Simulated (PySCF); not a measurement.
HO₃, SMILES [O]OO, multiplicity 2.

Geometry: TPSSh-D3(BJ)/def2-TZVP. The values are those of a single conformer.

All values below come from PySCF with PBE/def2-TZVPD.

The molecule is in vacuum.

- total energy = -225.96332 hartree
- point group = Cs
- α spin, highest occupied and lowest empty level = -6.37 and -3.40 eV
- β spin, highest occupied and lowest empty level = -7.62 and -4.77 eV
- dipole moment = 1.95 D
- quadrupole, principal values (traceless, Buckingham form, about the centre of nuclear charge) = -2.61, -1.45, 4.06 D·Å
- mean static polarisability = 23.5 bohr³ (3.49 Å³)
- polarisability, principal values = 14.9, 17.9, 37.8 bohr³
- ⟨S²⟩ = 0.753 (pure state 0.75)
